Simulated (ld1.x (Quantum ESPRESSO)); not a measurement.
Reading a pseudo-wave (hydrogen (H))

Columns: radius, all-electron u(r) and pseudo u(r) of the 1s shell (level -6.49 eV) of hydrogen in the configuration 1s1; PBE, non-relativistic, ultrasoft scheme, ld1.x (Quantum ESPRESSO) 7.5.

| r (bohr) | all-electron | pseudo |
| --- | --- | --- |
| 0.038 | 0.0702 | 0.0592 |
| 0.075 | 0.1335 | 0.1161 |
| 0.113 | 0.1935 | 0.1732 |
| 0.150 | 0.2473 | 0.2268 |
| 0.188 | 0.2982 | 0.2793 |
| 0.225 | 0.3436 | 0.3275 |
| 0.263 | 0.3864 | 0.3736 |
| 0.300 | 0.4244 | 0.4150 |
| 0.338 | 0.4601 | 0.4538 |
| 0.375 | 0.4916 | 0.4879 |
| 0.413 | 0.5210 | 0.5193 |
| 0.450 | 0.5468 | 0.5464 |
| 0.488 | 0.5706 | 0.5710 |
| 0.525 | 0.5914 | 0.5921 |
| 0.563 | 0.6104 | 0.6111 |
| 0.600 | 0.6269 | 0.6273 |
| 0.638 | 0.6417 | 0.6419 |
| 0.675 | 0.6543 | 0.6544 |
| 0.713 | 0.6654 | 0.6655 |
| 0.750 | 0.6747 | 0.6747 |
| 0.788 | 0.6827 | 0.6827 |
| 0.825 | 0.6891 | 0.6891 |
| 0.863 | 0.6943 | 0.6943 |
| 0.900 | 0.6982 | 0.6982 |
| 0.938 | 0.7011 | 0.7011 |
| 0.975 | 0.7028 | 0.7028 |

(1) How many radial nodes do the two functions have?

(2) At about which radius was the pseudo-wave matched?

(3) Is the pseudo-wave norm-conserving?

## Answers

(1) The all-electron 1s function has n − l − 1 = 0; the pseudo-wave has 0.

(2) 0.75 bohr. The columns agree to 0.0005 from 0.60 bohr on; several derivatives are matched, so the curves merge somewhat inside the radius.

(3) No, it belongs to an ultrasoft set: the norm inside the radius is not constrained, and the difference is carried by the augmentation charge.
